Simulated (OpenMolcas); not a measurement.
# V3+: effect of the metal basis

V3+ with its 6 nearest oxide ions at 2.05 Å, on the Mg site of MgO (a = 4.2112 Å, distance in the model lattice 2.106 Å). The rest of the host is ab initio model potentials to 7.6 Å and point charges beyond; the distance is set by hand and nothing relaxes, and no local charge compensation is placed.

- Program: OpenMolcas 26.06
- Method: SS-CASPT2, IPEA 0.25 Eh, imaginary shift 0.1 Eh (closed shells correlated: 3s 3p and the ligand valence shells)
- Spin-orbit coupling: state interaction with AMFI integrals over the reference wave functions

Fixed: ligand basis ANO-RCC-VDZP, active space 2 electrons in 5 orbitals (3d), DKH2 Hamiltonian.

States (labels of O, the rotations of Oh). Energies in cm-1 above the lowest state or level, χT in cm3 K/mol; under a threefold ground state the first gap can be a small split of the lowest multiplet, not the spin-orbit step; 10Dq and B are least-squares fits to the states below 45000 cm-1, weighted by degeneracy, with a free offset, and given where the rms deviation is under 5 % of |10Dq| (or 100 cm-1) and under 700 cm-1.

```
Run   Metal basis  Ground state  First state of that spin   10Dq  B (rms of fit)  First gap with spin-orbit (degeneracies)  χT at 300 K  First state of another spin                      Cost
  A  ANO-RCC-VDZP           3T1                 3T2 18500  20074       732 (209)                                  4 (2, 3)        0.905                     1T2 9600   roughly 80 core-seconds
  B  ANO-RCC-VTZP           3T1                 3T2 17740  19361       721 (228)                                  4 (2, 3)        0.905                     1T2 8890  roughly 2.4 core-minutes
```

Against A, |10Dq| changes by -3.6 % in B.

Costs are those of the CASPT2 steps.

Roots that are degenerate in the reference are averaged as groups; the widest CASPT2 spread within a group is 140 cm-1 (the 3-fold group of multiplicity 3 near 0 cm-1 above the lowest state of its run, B). Shifts and gaps below about the spread of the groups concerned are not significant. Over all roots computed the reference weight is 0.71 to 0.72 in A, 0.70 to 0.71 in B; a low but even weight reflects the number of correlated electrons. An orbital triplet at a regular site is open to Jahn-Teller coupling, which can distort the site and quench the lowest spin-orbit gaps and is left out. Ligand-to-metal charge-transfer states are missing. With no ligand orbital active B as a rule stays too high, so bands that hang on it stand too high and its fall with covalency is understated. With one d shell and no ligand orbital active, 10Dq can be off by a tenth or more. No measured value stands beside these numbers; the geometry was set by hand and not optimised.
